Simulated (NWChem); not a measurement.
System: C2F3, doublet; SMILES F[C]=C(F)F

Output (shortened):

```
             Northwest Computational Chemistry Package (NWChem) 7.3.0
             --------------------------------------------------------

                             Geometry "geometry" -> ""
                             -------------------------

 Output coordinates in angstroms (scale by  1.889725989 to convert to a.u.)

  No.       Tag          Charge          X              Y              Z
 ---- ---------------- ---------- -------------- -------------- --------------
    1 F                    9.0000     0.02218300     1.94876900     0.00000000
    2 C                    6.0000    -0.57424300     0.79903500     0.00000000
    3 C                    6.0000    -0.06595700    -0.41990600     0.00000000
    4 F                    9.0000     1.21860900    -0.69887900     0.00000000
    5 F                    9.0000    -0.80559000    -1.49948000     0.00000000

 Effective nuclear repulsion energy (a.u.)     163.2495376263

                                 NWChem DFT Module
                                 -----------------

 Summary of "ao basis" -> "ao basis" (spherical)
 ------------------------------------------------------------------------------
       Tag                 Description            Shells   Functions and Types
 ---------------- ------------------------------  ------  ---------------------
 F                          def2-svp                 6       14   3s2p1d
 C                          def2-svp                 6       14   3s2p1d

            General Information
            -------------------
          SCF calculation type: DFT
          Wavefunction type:  spin polarized.
          No. of atoms     :     5
          No. of electrons :    39
           Alpha electrons :    20
            Beta electrons :    19
          Charge           :     0
          Spin multiplicity:     2
          Use of symmetry is: off; symmetry adaption is: off
          Maximum number of iterations: 150
          AO basis - number of functions:    70
                     number of shells:    30
          Convergence on energy requested:  1.00D-06
          Convergence on density requested:  1.00D-05
          Convergence on gradient requested:  5.00D-04

              XC Information
              --------------
                         B3LYP Method XC Potential
                     Hartree-Fock (Exact) Exchange  0.200
                        Slater Exchange Functional  0.800 local
                    Becke 1988 Exchange Functional  0.720 non-local
              Lee-Yang-Parr Correlation Functional  0.810
                  VWN I RPA Correlation Functional  0.190 local

             Grid Information
             ----------------
          Grid used for XC integration:  medium
          Radial quadrature: Mura-Knowles
          Angular quadrature: Lebedev.
          Tag              B.-S. Rad. Rad. Pts. Rad. Cut. Ang. Pts.
          ---              ---------- --------- --------- ---------
          F                   0.50       49           8.0       434
          C                   0.70       49           6.0       434
          Grid pruning is: on
          Number of quadrature shells:   245
          Spatial weights used:  Erf1

      Superposition of Atomic Density Guess
      -------------------------------------

 Sum of atomic energies:        -373.12715516

      Non-variational initial energy
      ------------------------------

 Total energy =    -374.688564
 1-e energy   =    -842.860413
 2-e energy   =     304.922311
 HOMO         =      -0.191269
 LUMO         =       0.154859

     ---------------------------------------------
      Total Density - Mulliken Population Analysis
     ---------------------------------------------

    Atom       Charge   Shell Charges
 -----------   ------   -------------------------------------------------------
    1 F    9     9.27   1.99  1.13  0.76  3.39  1.99  0.01
    2 C    6     5.86   1.99  0.93  0.41  1.63  0.83  0.06
    3 C    6     5.18   1.99  0.84  0.15  1.52  0.57  0.12
    4 F    9     9.34   1.99  1.14  0.76  3.43  2.02  0.01
    5 F    9     9.34   1.99  1.14  0.76  3.43  2.02  0.01

     --------------------------------------------
      Spin Density - Mulliken Population Analysis
     --------------------------------------------

    Atom       Charge   Shell Charges
 -----------   ------   -------------------------------------------------------
    1 F    9     0.08   0.00  0.00 -0.00  0.07  0.01  0.00
    2 C    6     0.79   0.00  0.06  0.18  0.36  0.19  0.00
    3 C    6     0.08   0.00  0.04  0.00  0.04 -0.00  0.01
    4 F    9     0.04   0.00  0.00 -0.00  0.03  0.00  0.00
    5 F    9     0.00   0.00  0.00 -0.00  0.00 -0.00  0.00

   convergence    iter        energy       DeltaE   RMS-Dens  Diis-err
 ---------------- ----- ----------------- --------- --------- ---------
 d= 0,ls=0.0,diis     1   -375.1753372100 -5.38D+02  1.10D-02  2.82D-01
                                                     1.02D-02  2.71D-01
 d= 0,ls=0.0,diis     2   -375.1235387808  5.18D-02  5.92D-03  4.81D-01
                                                     5.45D-03  4.77D-01
 d= 0,ls=0.0,diis     3   -375.2968870498 -1.73D-01  1.62D-03  2.06D-02
                                                     1.19D-03  2.08D-02
 d= 0,ls=0.0,diis     4   -375.3028498643 -5.96D-03  5.74D-04  1.69D-03
                                                     3.65D-04  1.66D-03
 d= 0,ls=0.0,diis     5   -375.3033363918 -4.87D-04  1.76D-04  4.81D-04
                                                     1.77D-04  4.64D-04
  Resetting Diis
 d= 0,ls=0.0,diis     6   -375.3035062123 -1.70D-04  1.32D-04  1.24D-05
                                                     9.17D-05  6.48D-06
 d= 0,ls=0.0,diis     7   -375.3035344138 -2.82D-05  3.57D-05  1.79D-06
                                                     9.03D-05  8.23D-06
 d= 0,ls=0.0,diis     8   -375.3035385962 -4.18D-06  4.57D-05  1.42D-05
                                                     2.00D-05  5.69D-06
 d= 0,ls=0.0,diis     9   -375.3035445366 -5.94D-06  4.97D-05  4.06D-07
                                                     5.58D-05  9.90D-07
 d= 0,ls=0.0,diis    10   -375.3035478471 -3.31D-06  1.67D-05  2.25D-07
                                                     1.56D-05  2.22D-07
 d= 0,ls=0.0,diis    11   -375.3035481413 -2.94D-07  3.35D-06  3.94D-08
                                                     3.52D-06  3.69D-08

         Total DFT energy =     -375.303548141342
      One electron energy =     -843.214173942458
           Coulomb energy =      346.835246355393
    Exchange-Corr. energy =      -42.174158180551
 Nuclear repulsion energy =      163.249537626274

 Numeric. integr. density =       39.000001195604

                    DFT Final Alpha Molecular Orbital Analysis
                    ------------------------------------------

 Vector   18  Occ=1.000000D+00  E=-4.453358D-01
              MO Center= -1.2D-02, -1.1D+00,  4.5D-10, r^2= 1.8D+00
   Bfn.  Coefficient  Atom+Function         Bfn.  Coefficient  Atom+Function
  ----- ------------  ---------------      ----- ------------  ---------------
    60      0.492032  5 F  px                47      0.362762  4 F  py
    63     -0.321976  5 F  px                46      0.243996  4 F  px
    50     -0.235249  4 F  py                61     -0.206381  5 F  py
    49     -0.159469  4 F  px                64      0.134844  5 F  py
     5      0.086183  1 F  py                 4     -0.080526  1 F  px

 Vector   19  Occ=1.000000D+00  E=-3.069802D-01
              MO Center= -6.5D-01,  9.0D-01,  8.0D-10, r^2= 1.4D+00
   Bfn.  Coefficient  Atom+Function         Bfn.  Coefficient  Atom+Function
  ----- ------------  ---------------      ----- ------------  ---------------
    18      0.531615  2 C  px                17     -0.474458  2 C  s
     4      0.336736  1 F  px                21      0.263319  2 C  px
     7     -0.249246  1 F  px                16     -0.234603  2 C  s
    31      0.207373  3 C  s                 30      0.170641  3 C  s
    33      0.169123  3 C  py                47      0.147232  4 F  py

 Vector   20  Occ=1.000000D+00  E=-2.738858D-01
              MO Center= -2.6D-01,  2.8D-01, -8.0D-10, r^2= 1.9D+00
   Bfn.  Coefficient  Atom+Function         Bfn.  Coefficient  Atom+Function
  ----- ------------  ---------------      ----- ------------  ---------------
    20      0.450289  2 C  pz                34      0.370644  3 C  pz
     6      0.276382  1 F  pz                23      0.277203  2 C  pz
    62      0.233429  5 F  pz                 9     -0.222605  1 F  pz
    48      0.223565  4 F  pz                65     -0.181605  5 F  pz
    51     -0.175624  4 F  pz                37      0.173217  3 C  pz

 Vector   21  Occ=0.000000D+00  E= 1.687074D-02
              MO Center= -2.7D-01,  9.8D-02,  1.8D-10, r^2= 1.8D+00
   Bfn.  Coefficient  Atom+Function         Bfn.  Coefficient  Atom+Function
  ----- ------------  ---------------      ----- ------------  ---------------
    34     -0.578980  3 C  pz                37     -0.566811  3 C  pz
    23      0.558041  2 C  pz                20      0.474126  2 C  pz
    48     -0.199649  4 F  pz                62     -0.197060  5 F  pz
    65      0.187274  5 F  pz                51      0.185464  4 F  pz
     6      0.182665  1 F  pz                 9     -0.176311  1 F  pz

 Vector   22  Occ=0.000000D+00  E= 7.088546D-02
              MO Center= -2.3D-01,  6.1D-01, -3.5D-10, r^2= 2.2D+00
   Bfn.  Coefficient  Atom+Function         Bfn.  Coefficient  Atom+Function
  ----- ------------  ---------------      ----- ------------  ---------------
    17      0.840804  2 C  s                  3     -0.601542  1 F  s
    22      0.468502  2 C  py                35      0.466970  3 C  px
    32      0.352863  3 C  px                 8      0.321046  1 F  py
    45     -0.311312  4 F  s                  5     -0.276957  1 F  py
    19      0.275478  2 C  py                59      0.233785  5 F  s

 Vector   23  Occ=0.000000D+00  E= 1.308925D-01
              MO Center=  4.3D-02, -7.9D-01, -3.0D-10, r^2= 2.0D+00
   Bfn.  Coefficient  Atom+Function         Bfn.  Coefficient  Atom+Function
  ----- ------------  ---------------      ----- ------------  ---------------
    31      2.141360  3 C  s                 59     -0.700687  5 F  s
    45     -0.629403  4 F  s                 17     -0.537983  2 C  s
    22      0.387516  2 C  py                49      0.364584  4 F  px
    16     -0.341974  2 C  s                 33     -0.288705  3 C  py
    63     -0.283174  5 F  px                36     -0.272210  3 C  py

                     DFT Final Beta Molecular Orbital Analysis
                     -----------------------------------------

 Vector   17  Occ=1.000000D+00  E=-4.636411D-01
              MO Center=  2.2D-01, -1.1D+00, -7.2D-10, r^2= 1.6D+00
   Bfn.  Coefficient  Atom+Function         Bfn.  Coefficient  Atom+Function
  ----- ------------  ---------------      ----- ------------  ---------------
    48      0.488970  4 F  pz                62     -0.479494  5 F  pz
    51     -0.331210  4 F  pz                65      0.324837  5 F  pz
    41      0.034195  3 C  d  1

 Vector   18  Occ=1.000000D+00  E=-4.436842D-01
              MO Center=  3.3D-02, -9.8D-01,  3.6D-10, r^2= 2.0D+00
   Bfn.  Coefficient  Atom+Function         Bfn.  Coefficient  Atom+Function
  ----- ------------  ---------------      ----- ------------  ---------------
    60      0.477721  5 F  px                47      0.377350  4 F  py
    63     -0.313728  5 F  px                50     -0.245062  4 F  py
    46      0.235707  4 F  px                61     -0.202395  5 F  py
    49     -0.153853  4 F  px                64      0.132683  5 F  py
     4     -0.109939  1 F  px                 5      0.102444  1 F  py

 Vector   19  Occ=1.000000D+00  E=-2.625107D-01
              MO Center= -2.1D-01,  1.3D-01, -5.7D-10, r^2= 1.9D+00
   Bfn.  Coefficient  Atom+Function         Bfn.  Coefficient  Atom+Function
  ----- ------------  ---------------      ----- ------------  ---------------
    34      0.424084  3 C  pz                20      0.398924  2 C  pz
     6      0.248905  1 F  pz                62      0.248750  5 F  pz
    23      0.244100  2 C  pz                48      0.240538  4 F  pz
    37      0.215787  3 C  pz                 9     -0.200593  1 F  pz
    65     -0.196806  5 F  pz                51     -0.191728  4 F  pz

 Vector   20  Occ=0.000000D+00  E=-1.349625D-01
              MO Center= -7.8D-01,  8.1D-01,  3.4D-10, r^2= 1.4D+00
   Bfn.  Coefficient  Atom+Function         Bfn.  Coefficient  Atom+Function
  ----- ------------  ---------------      ----- ------------  ---------------
    17      0.650072  2 C  s                 18     -0.476315  2 C  px
    21     -0.291280  2 C  px                 4     -0.269669  1 F  px
    31     -0.256887  3 C  s                  7      0.215956  1 F  px
    16      0.187821  2 C  s                 30     -0.181678  3 C  s
    33     -0.169984  3 C  py                36     -0.157063  3 C  py

 Vector   21  Occ=0.000000D+00  E= 3.187555D-02
              MO Center= -3.1D-01,  2.2D-01,  4.5D-10, r^2= 1.9D+00
   Bfn.  Coefficient  Atom+Function         Bfn.  Coefficient  Atom+Function
  ----- ------------  ---------------      ----- ------------  ---------------
    23      0.603739  2 C  pz                34     -0.550647  3 C  pz
    37     -0.539603  3 C  pz                20      0.498180  2 C  pz
     6      0.199950  1 F  pz                 9     -0.190762  1 F  pz
    48     -0.182422  4 F  pz                62     -0.180093  5 F  pz
    65      0.170539  5 F  pz                51      0.169293  4 F  pz

 Vector   22  Occ=0.000000D+00  E= 8.545139D-02
              MO Center= -2.2D-01,  6.3D-01, -1.1D-11, r^2= 2.3D+00
   Bfn.  Coefficient  Atom+Function         Bfn.  Coefficient  Atom+Function
  ----- ------------  ---------------      ----- ------------  ---------------
    17      1.025251  2 C  s                  3     -0.612820  1 F  s
    35      0.489012  3 C  px                22      0.405376  2 C  py
    32      0.359380  3 C  px                 8      0.319587  1 F  py
    45     -0.315119  4 F  s                  5     -0.265769  1 F  py
    19      0.254517  2 C  py                21      0.238884  2 C  px

[...]

                     NWChem Electrostatic Potential Fit Module
                     -----------------------------------------

 Atom parameters

 Number of atoms is                                    5
 Number of basis functions is                         70

 Grid parameters

 Maximum number of grid points is                  26665
 Number of grid points is                          26664
 Grid range                                     0.300000 nm
 Grid spacing                                   0.020000 nm
 Probe radius                                   0.070000 nm
 Atom radius factor                             1.000000

 Atomic radii

    6    0.147000
    9    0.128000
 FASTESP  F
  using M.O. file = ./job.movecs

    Atom              Coordinates                           Charge

                                                  ESP

    1 F     0.002218    0.194877    0.000000   -0.035539
    2 C    -0.057424    0.079904    0.000000   -0.063961
    3 C    -0.006596   -0.041991    0.000000    0.419309
    4 F     0.121861   -0.069888    0.000000   -0.143934
    5 F    -0.080559   -0.149948    0.000000   -0.175875
                                            ------------
                                               -0.000000

 Dipole moment                                  0.136981

 Quadrupole moment Qxx                         -0.708269
                   Qyy                         -2.322137
                   Qzz                          3.030407

 RMS deviation kJ/mol                           0.079487

 RRMS %                                        59.483364
```

Level: B3LYP/def2-SVP, spin-unrestricted. In the optimisation the excess spin sits in a' (Cs, its own frame). The geometry was optimised at PBE0/def2-SVP, spin-unrestricted. No stability test was run on the SCF state.

Reconstruct the input file.

One answer among several that fit: the input that was run:
```
start job
memory heap 200 mb stack 900 mb global 1100 mb
geometry units angstroms noautosym nocenter noautoz
  F      0.022183     1.948769     0.000000
  C     -0.574243     0.799035     0.000000
  C     -0.065957    -0.419906     0.000000
  F      1.218609    -0.698879     0.000000
  F     -0.805590    -1.499480     0.000000
end
basis spherical
  * library def2-svp
end
dft
  odft
  mult 2
  xc b3lyp
  iterations 150
  mulliken
end
task dft energy
esp
  recalculate
  probe 0.07
  range 0.3
  factor 1.0
  spacing 0.02
end
task esp
```
